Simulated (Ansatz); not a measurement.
Mulliken charges of `F[SiH]1C=C[SiH2]1` from ωB97M-V/def2-TZVPP in Ansatz (PBE0-D4/def2-TZVP geometry).

| atom | x (Å) | y (Å) | z (Å) | charge (e) |
| --- | --- | --- | --- | --- |
| F1 | -2.646 | 0.152 | -0.031 | -0.314 |
| Si2 | -1.153 | 0.346 | -0.584 | 0.484 |
| C3 | -0.061 | -1.164 | -0.560 | -0.213 |
| C4 | 1.006 | -0.769 | 0.169 | -0.175 |
| Si5 | 0.587 | 0.941 | 0.842 | 0.099 |
| H6 | -1.305 | 0.977 | -1.921 | -0.047 |
| H7 | -0.127 | -2.137 | -1.042 | 0.105 |
| H8 | 1.895 | -1.385 | 0.297 | 0.104 |
| H9 | 0.334 | 0.959 | 2.308 | -0.016 |
| H10 | 1.554 | 2.029 | 0.525 | -0.026 |

By hand: the dipole of these point charges (1 e Å = 4.8032 D).

Σ q r = (0.367, 0.113, -0.139) e Å, of length 0.408 e Å = 1.96 D.

How does the dipole of the full density compare? (Estimate.)

The calculation gave: (0.322, -0.088, -0.079) e Å, 1.65 D; the point charges give 1.19 times that, at 32° from its direction.

Point charges leave out the atoms' own dipoles, such as those of lone pairs, and Mulliken's split depends on the basis, so the two needn't agree.
